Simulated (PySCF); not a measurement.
Job for PySCF: R-HF/STO-3G on F2H2Si (SMILES F[SiH2]F), a point of a bond scan (R = 1.617 Å).

```python
from pyscf import gto, scf, dft, mp
from pyscf.data.elements import chemcore

mol = gto.M(
    atom='''
    Si    0.22395286   -0.14590633    0.36051960
    F    -0.89516694   -0.95086907   -0.43504308
    F     0.40909919    1.26754447   -0.34742940
    H     1.61635039   -0.96024139    0.25180348
    H    -0.25049912    0.07882097    1.73329117
    ''',
    basis='sto-3g',
    charge=0, spin=0, verbose=3, max_memory=1800)
mf = scf.RHF(mol)
mf.conv_tol = 1e-8
mf.max_cycle = 100
mf.kernel()
if not mf.converged:
    mf = mf.newton().run(mf.mo_coeff, mf.mo_occ)
```

Program output:

```
converged SCF energy = -482.853913648791
```

Self-consistency was reached.

Cost: about 0.27 core-seconds (a rough figure).
